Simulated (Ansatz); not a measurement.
CH$_{4}$FNSi, SMILES `F[SiH]1CN1`, relaxed with RKS PBE0-D4/def2-TZVP in Ansatz 0.2.0 from a PBE-D4/def2-SVP geometry. The force threshold is 0.005 eV/Å; the program also tests the step.

Charge 0, multiplicity 1.

Start:

```xyz
8

F    -0.208   -0.483   -2.192
Si   -0.549    0.256   -0.768
C     0.017   -0.551    0.801
N     0.672    0.715    0.321
H    -1.702    1.157   -1.035
H    -0.494   -0.490    1.784
H     0.588   -1.498    0.687
H     1.675    0.893    0.402
```

```csv
step,energy (eV),largest force (eV/Å),largest move (Å)
1,-13181.0344,1.272,0.000
2,-13181.0954,0.803,0.025
3,-13181.1169,0.111,0.034
4,-13181.1176,0.080,0.006
5,-13181.1179,0.072,0.009
6,-13181.1183,0.029,0.008
7,-13181.1185,0.023,0.014
8,-13181.1186,0.011,0.005
9,-13181.1186,0.005,0.002
```

End:

```xyz
8

F    -0.183   -0.452   -2.144
Si   -0.530    0.251   -0.757
C    -0.001   -0.549    0.788
N     0.657    0.728    0.322
H    -1.689    1.121   -1.007
H    -0.498   -0.478    1.753
H     0.588   -1.461    0.684
H     1.656    0.839    0.361
```

It took 24 s on 2 threads of an Arm Neoverse V2 on a shared host, with 0.3 GiB of host memory at the peak.
